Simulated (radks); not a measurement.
Q: La, 57 electrons, occupied as [Xe] 5d1 6s2. Method: scalar-relativistic Kohn-Sham, PBEsol, spin-unpolarised, spherical densities, point nucleus; computed with a radial shooting solver on a logarithmic mesh with Libxc functionals. Some entries of the table are withheld. Estimate them.

orbital,occ.,eigenvalue (hartree),<r^2> (bohr^2),<1/r> (bohr^-1)
1s,2,-1423.471,0.0008542,62.00
2s,2,(1),0.01363,14.27
2p,6,-203.1311,0.01085,13.55
3s,2,-48.46231,0.09302,5.168
3p,6,-40.96482,0.09304,4.899
3d,10,-30.18704,0.07975,(2)
4s,2,-9.77973,0.4830,2.151
4p,6,-7.34118,0.5464,1.984
4d,10,(3),(4),1.724
5s,2,-1.43132,2.719,0.8511
5p,6,(5),3.688,0.7257
6s,2,-0.13616,(6),0.2857
5d,1,-0.11402,10.84,0.4407
6p,0,-0.04919,40.06,0.2110

A: 
(1) 2s eigenvalue (hartree): -226.6139
(2) 3d <1/r> (bohr^-1): 4.646
(3) 4d eigenvalue (hartree): -3.81348
(4) 4d <r^2> (bohr^2): 0.6838
(5) 5p eigenvalue (hartree): -0.82316
(6) 6s <r^2> (bohr^2): 21.86
